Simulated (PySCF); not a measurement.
# Which determinant of InH⁺ lies lowest?

Unrestricted PBE0; In x2c-SVPall, H x2c-SVPall; spin-free X2C with a Gaussian nucleus (PySCF 2.14). Outer shells of the fragments: In+ 4d10 5s2; H 1s1.

Followed along the bond (rough minima from three points):

```csv
2Ms+1,unpaired,⟨S²⟩ at the start,R at minimum (Å),Te (eV)
2,σ ↑,0.76,1.86,0.00
4,"σ ↑↑, π ↑",3.75,none in the scan,≤ 6.11
```

Solutions found at the starting distance of 1.810 Å, counted from the lowest of them; the search is not exhaustive and high or unbound solutions are not listed, so other states can lie among these:

```tsv
2Ms+1	unpaired	term	E (eV)	⟨S²⟩	⟨Lz²⟩	μ (D)
2	σ ↑	²Σ⁺	0.00	0.76	0.00	0.19
2	π ↑	²Π	4.00	0.83	1.00	0.05
4	σ ↑↑, π ↑	⁴Π	6.43	3.75	1.00	1.86
4	σ ↑↑↑	⁴Σ⁺	9.66	3.75	0.00	2.75
```

A term symbol is given only where ⟨S²⟩ and ⟨Lz²⟩ are close to those of a pure state; real π, δ and φ orbitals otherwise mix terms. A positive dipole points towards H; it is taken about the centre of mass and depends on that origin.

Spin–orbit coupling is left out. Counting both spins, an empty level lies below a filled one in some of these solutions, because spin and occupation are held.
